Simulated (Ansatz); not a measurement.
One change: `COc1ccccc1` becomes `C[SiH2][N]([GeH3])c1ccccc1`.

Ansatz, PBE0-D4/def2-TZVP geometries, multiplicity 1. Each molecule was computed in one conformer, which needn't be the lowest.

Scalar relativity is left out up to krypton.

| property | `COc1ccccc1` |
| --- | --- |
| size of the dipole moment (ωB97M-V/def2-TZVPP) / D | 1.25 |
| HOMO energy (ωB97M-V/def2-TZVPP) / eV | -8.48 |
| HOMO–LUMO gap (PBE0/def2-TZVPP) / eV | 6.24 |
| HOMO energy (B3LYP/def2-TZVPP) / eV | -6.20 |
| LUMO energy (PBE0/def2-TZVPP) / eV | -0.17 |
| LUMO energy (ωB97M-V/def2-TZVPP) / eV | 1.82 |

Problem. What does the change do to each property? (Best estimate.)

Solution. Ansatz gave: 
```csv
property,`C[SiH2][N]([GeH3])c1ccccc1`,shift
size of the dipole moment (ωB97M-V/def2-TZVPP) / D,0.52,-0.73
HOMO energy (ωB97M-V/def2-TZVPP) / eV,-8.18,0.30
HOMO–LUMO gap (PBE0/def2-TZVPP) / eV,5.86,-0.38
HOMO energy (B3LYP/def2-TZVPP) / eV,-5.93,0.27
LUMO energy (PBE0/def2-TZVPP) / eV,-0.28,-0.11
LUMO energy (ωB97M-V/def2-TZVPP) / eV,1.68,-0.14
```

With PBE0 the HOMO rises by 0.27 eV and the LUMO falls by 0.11 eV, so the gap narrows by about 0.38 eV. PBE moves the HOMO by 0.23 eV and ωB97M-V by 0.30 eV. Dipoles are sizes alone; their direction can turn.

B3LYP here is the variant with VWN-RPA as its local correlation; programs differ in this.
